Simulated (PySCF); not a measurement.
Method: PySCF 2.14.0 with r2SCAN-D4/def2-TZVP. All species are isolated molecules in the gas phase. Excitations are Tamm–Dancoff values on a coarser integration grid. The basis has no diffuse functions, so Rydberg states are missing or too high.

Reference species (SMILES): `[NH2][AlH2]` (neutral, multiplicity 1).

| Property | Result |
|---|---|
| T1 excitation (TDA) | 4.76 eV |
| HOMO | -6.48 eV |

Changed species: `[NH2][Al]([NH2])[NH2]` (0 of 3 NH2 replaced by H; the reference has 2 of 3 NH2 replaced by H).

Predict the effect on the T1 excitation (TDA) and HOMO.

the T1 excitation (TDA) increases by 0.54 eV, to 5.30 eV; the HOMO rises by 0.90 eV, to -5.58 eV.
